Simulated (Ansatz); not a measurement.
Start from `[SiH3]O[SiH](Br)O[SiH3]` and change one element to get `[SiH3]O[SiH](Cl)O[SiH3]`.

Ansatz, PBE0-D4/def2-TZVP geometries, multiplicity 1. Each molecule was computed in one conformer, which needn't be the lowest.

Scalar relativity is left out up to krypton.

```csv
property,`[SiH3]O[SiH](Br)O[SiH3]`
LUMO energy (B3LYP/def2-TZVPP) / eV,-0.38
LUMO energy (PBE/def2-TZVPP) / eV,-1.04
HOMO energy (ωB97M-V/def2-TZVPP) / eV,-10.90
HOMO–LUMO gap (ωB97M-V/def2-TZVPP) / eV,12.37
HOMO energy (B3LYP/def2-TZVPP) / eV,-8.36
HOMO energy (PBE0/def2-TZVPP) / eV,-8.63
```

Question: Give the same properties after the change, and the shifts. (An estimate is asked.)

Answer: The calculation gave: 
```tsv
property	`[SiH3]O[SiH](Cl)O[SiH3]`	shift
LUMO energy (B3LYP/def2-TZVPP) / eV	-0.36	0.02
LUMO energy (PBE/def2-TZVPP) / eV	-1.02	0.02
HOMO energy (ωB97M-V/def2-TZVPP) / eV	-11.34	-0.44
HOMO–LUMO gap (ωB97M-V/def2-TZVPP) / eV	12.84	0.47
HOMO energy (B3LYP/def2-TZVPP) / eV	-8.79	-0.43
HOMO energy (PBE0/def2-TZVPP) / eV	-9.03	-0.40
```

B3LYP here is the variant with VWN-RPA as its local correlation; programs differ in this.

Spin–orbit coupling is left out; it splits and shifts lone-pair levels of the heavy atoms by tenths of an eV.
